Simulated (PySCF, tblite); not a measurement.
Species: C7H13BOSi.
Atom-mapped SMILES: `[BH2:1][c:2]1[cH:3][c:4]([SiH3:5])[o:6][c:7]1[CH2:8][CH2:9][CH3:10]` (hydrogens: H11, H12 on B1; H13 on C3; H14, H15, H16 on Si5; H17, H18 on C8; H19, H20 on C9; H21, H22, H23 on C10)

Geometry (GFN2-xTB, Å), atoms numbered from 1 in this order:
```xyz
23
C7H13BOSi angstrom
B     -0.1739    1.9225    1.9640
C      0.6092    0.9534    1.0863
C      1.9986    1.0086    0.7443
C      2.2808   -0.0520   -0.0629
Si     3.8273   -0.6729   -0.9118
O      1.1357   -0.7748   -0.2515
C      0.1515   -0.1809    0.4317
C     -1.2125   -0.7656    0.3349
C     -1.9964   -0.1378   -0.8265
C     -3.3970   -0.7253   -0.9332
H     -1.3017    1.7253    2.2081
H      0.3598    2.8696    2.3956
H      2.6970    1.7532    1.0705
H      4.0933   -2.0494   -0.4878
H      4.9256    0.2100   -0.5218
H      3.6261   -0.6420   -2.3634
H     -1.7475   -0.5880    1.2678
H     -1.1263   -1.8420    0.1715
H     -2.0580    0.9407   -0.6674
H     -1.4532   -0.3098   -1.7581
H     -3.9586   -0.5396   -0.0205
H     -3.3507   -1.8002   -1.0944
H     -3.9337   -0.2761   -1.7654
```

Jobs on this species (23 atoms, 82 electrons) with PySCF (density fitting) and tblite. Hardware of each: one thread of an Arm Neoverse N1, shared host. Times come from a shared host and carry two figures at best.

```tsv
level and settings	work	basis functions	SCF cycles	wall time
GFN2-xTB	L-BFGS relaxation	–	–	?
PBE0/pcSseg-1	shieldings, ring-centre shieldings, charges and field gradients	242	14	1.8 min
GFN2-xTB	Hessian by finite differences	–	–	2.0 s
```

Q: Fill in the missing figures.

A: 
- GFN2-xTB; L-BFGS relaxation: 2.5 s

Q: What do all jobs in the table cost together?

A: About 1.9 min; the longest takes about 96 % of that, and about 54 times as long as the shortest.
